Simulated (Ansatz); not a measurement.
Species: MgF2, net charge 0, singlet state. 
Structure (B3LYP-D3(BJ)/def2-TZVP (Ansatz, a quantum-chemistry and plane-wave program) minimum search):
```xyz
3

Mg     0.0000     0.0000     0.0000
F      0.0000     0.0000     1.7511
F      0.0000     0.0000    -1.7511
```

Basis-set convergence of Hartree-Fock and MP2 correlation energies (hartree) with Ansatz. Valence correlation only, unless marked. Spin-orbit coupling is left out. Non-relativistic.

| basis | functions | E(HF) | E(corr, MP2) |
|---|---|---|---|
| def2-SVP | 46 | -398.38401 | -0.41115 |
| def2-TZVPP | 94 | -398.70656 | -0.54910 |
| def2-QZVPP | 177 | -398.72791 | -0.60400 |

Extrapolating the two largest sets (X = 3 and 4) as X^-3: E(corr) = (64·(-0.60400) - 27·(-0.54910))/37 = -0.6441 Eh, an estimate of the basis-set limit. The largest set recovers 93.8 % of it, the smallest 63.8 %.
